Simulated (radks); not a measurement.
Sb+, 50 electrons, occupied as [Kr] 4d10 5s2 5p2.

All-electron calculation, Dirac Kohn-Sham, BLYP, spin-unpolarised, spherical densities, finite nucleus; open shells are shared between the two j in proportion to 2j + 1; Fermi nuclear charge, rms radius 4.6802 fm. Program: a radial shooting solver on a logarithmic mesh with Libxc functionals.

Energy parts (hartree):
part                        energy
total                  -6483.65622
kinetic                 6841.71954
electron-nucleus      -15727.77946
Hartree                 2573.41588
exchange-correlation    -171.01217

Orbitals (lengths in bohr, moments of r in powers of bohr; r(max) is where P^2 peaks; r(90%) holds 90 % of the orbital's charge):
| orbital | occ. | eigenvalue (hartree) | <r^2> | <r> | r(90%) | r(max) |
|---|---|---|---|---|---|---|
| 1s1/2 | 2 | -1113.361 | 0.001094 | 0.02842 | 0.0511 | 0.01835 |
| 2s1/2 | 2 | -169.6330 | 0.01767 | 0.1222 | 0.189 | 0.1038 |
| 2p1/2 | 2 | -158.7380 | 0.01311 | 0.1032 | 0.169 | 0.07982 |
| 2p3/2 | 4 | -149.4795 | 0.01441 | 0.1087 | 0.177 | 0.08443 |
| 3s1/2 | 2 | -33.49610 | 0.1249 | 0.3303 | 0.486 | 0.3001 |
| 3p1/2 | 2 | -29.04102 | 0.1197 | 0.3209 | 0.483 | 0.2865 |
| 3p3/2 | 4 | -27.33309 | 0.1281 | 0.3322 | 0.499 | 0.2969 |
| 3d3/2 | 4 | -19.45970 | 0.1092 | 0.3034 | 0.478 | 0.2425 |
| 3d5/2 | 6 | -19.10468 | 0.1117 | 0.3070 | 0.483 | 0.2454 |
| 4s1/2 | 2 | -5.76712 | 0.7072 | 0.7906 | 1.14 | 0.7227 |
| 4p1/2 | 2 | -4.26007 | 0.7911 | 0.8322 | 1.22 | 0.7456 |
| 4p3/2 | 4 | -3.94320 | 0.8479 | 0.8616 | 1.27 | 0.7701 |
| 4d3/2 | 4 | -1.56141 | 1.233 | 1.022 | 1.58 | 0.8413 |
| 4d5/2 | 6 | -1.51554 | 1.266 | 1.035 | 1.60 | 0.8505 |
| 5s1/2 | 2 | -0.75498 | 5.269 | 2.157 | 3.16 | 1.869 |
| 5p1/2 | 0.666667 | -0.45596 | 7.789 | 2.609 | 3.90 | 2.186 |
| 5p3/2 | 1.33333 | -0.42872 | 8.426 | 2.714 | 4.05 | 2.275 |

The highest occupied level is 5p3/2 at -11.666 eV. Summed over all electrons, <r^2> = 48.11 bohr^2, which gives a Langevin (diamagnetic) susceptibility term of -38.1 x 10^-6 cm^3/mol.
